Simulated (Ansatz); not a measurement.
Program: Ansatz. Geometries: PBE0-D4/def2-TZVP. ΔE: electronic, gas phase. CCSD(T)/CBS is the MP2 limit (def2-TZVPP, def2-QZVPP) plus CCSD(T) − MP2 in def2-TZVPP, frozen cores. Functionals use def2-TZVPP. B3LYP here is the variant with VWN-RPA as its local correlation; programs differ in this. For Ge, Se outer-core shells are correlated without core-valence functions, which leaves a few kJ/mol of doubt a bond. Scalar relativity is left out up to krypton. Each species was taken in one conformer, which may not be the lowest.

Consider the substitution at a C–O bond: `CO[SiH](O)[GeH2][OH]` + `CC(=O)[SeH]` → `C[Se]C(C)=O` + `[OH][GeH2][SiH](O)O`.

```tsv
level	ΔE (kcal/mol)	difference from CCSD(T)/CBS
PBE-D4	-12.3	0.5
r2SCAN-D4	-12.2	0.6
PBE0-D4	-12.2	0.6
B3LYP-D4	-11.0	1.8
ωB97X-V	-11.2	1.6
ωB97M-V	-11.9	0.9
B2PLYP	-11.7	1.1
PBE	-12.0	0.8
r2SCAN	-12.1	0.7
PBE0	-12.0	0.8
B3LYP	-10.6	2.2
HF/def2-TZVPP	-8.6	4.2
MP2/def2-TZVPP	-14.2	-1.4
SCS-MP2/def2-TZVPP	-12.6	0.2
CCSD/def2-TZVPP	-11.7	1.1
CCSD(T)/def2-TZVPP	-12.2	0.6
HF/def2-QZVPP	-8.5	4.3
MP2/def2-QZVPP	-14.5	-1.7
SCS-MP2/def2-QZVPP	-12.9	-0.1
HF/CBS(def2)	-8.5	4.3
MP2/CBS(def2)	-14.7	-1.9
CCSD/CBS(def2)	-12.3	0.5
CCSD(T)/CBS	-12.8	0
```

Largest T1 diagnostic among the species: 0.014.

In def2-TZVPP, CCSD(T) changes the Hartree–Fock value by −3.7 kcal/mol (the triples alone add −0.5 kcal/mol) and MP2 by −5.6 kcal/mol.
